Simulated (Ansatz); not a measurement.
Ansatz results at the PBE0-D4/def2-TZVP geometry: HOMO energy (PBE/def2-TZVPP) -6.93 eV; HOMO energy (PBE0/def2-TZVPP) -8.14 eV; zero-point energy (PBE0-D4/def2-TZVP) 130.2 kJ/mol.

Each molecule was computed in one conformer, which needn't be the lowest.

Q: Which molecule gave them?
A. `C=C[Si](N)(O)F`
B. `N[SiH2]F`
C. `O[SiH]([SiH3])Cl`
D. `F[Si](F)(F)F`

A: C. The others give `N[SiH2]F`: -6.66, -8.15, 121.3; `F[Si](F)(F)F`: -10.59, -12.77, 33.2; `C=C[Si](N)(O)F`: -6.48, -7.98, 228.5.
